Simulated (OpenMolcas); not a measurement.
# Mo2+: moving or changing the point charges

Mo2+ among 4 point charges of -1 e arranged as a square (D4h), 2.16 Å from the ion.

* Program: OpenMolcas
* Method: SS-CASPT2, IPEA 0.25 Eh, imaginary shift 0.1 Eh (closed shells correlated: 4s 4p)
* Basis: ANO-RCC-VDZP [6s5p3d1f]
* Scalar Hamiltonian: DKH2, point nucleus
* Active space: 4 electrons in 5 orbitals (4d)
* State averaging: 2S+1 = 5 even, 5 roots; 2S+1 = 3 even, 45 roots; 2S+1 = 1 even, 50 roots
* Spin-orbit coupling: RASSI with atomic mean-field integrals over the reference wave functions

Runs around this geometry, states (labels of D4, the rotations of D4h). Energies in cm-1 above the lowest state or level, χT in cm3 K/mol.

```tsv
R (Å)	q (e)	Ground state	First state of that spin	First gap with spin-orbit (degeneracies)	χT at 300 K	First state of another spin
2.16	-0.65	5B1	5B2 4300	2 (1, 1)	2.552	3B1 14880
2.06	-1	5B1	5B2 7630	1 (1, 1)	2.752	3E 13020
2.16	-1	5B1	5B2 6350	1 (1, 1)	2.700	3E 13660
2.39	-1	5B1	5B2 4230	2 (1, 1)	2.547	3E 14470
```

Taking the first state of the same spin as R^-n, n = -ln(4230 / 7630) / ln(2.39 / 2.06) = 4.0 between the shortest and longest distance.

Scaling the charges by -0.65 / -1 = 0.65 scales the first state of the same spin by 4300 / 6350 = 0.68; with fixed orbitals a first-order splitting would follow the charge.

Roots that are degenerate in the reference are averaged as groups; the widest CASPT2 spread within a group is 2600 cm-1 (the 2-fold group of multiplicity 1 near 25700 cm-1 above the lowest state of its run, R = 2.06, q = -1). Shifts and gaps below about the spread of the groups concerned are not significant. Point charges give a weaker field than real ligands, and real ions of this kind are as a rule low spin; the high spin found here belongs to the model. Free-ion shares, where given, are those of the reference states; single-state CASPT2 does not remix them. This is an electrostatic model: the charges have no orbitals. No measured value stands beside these numbers.
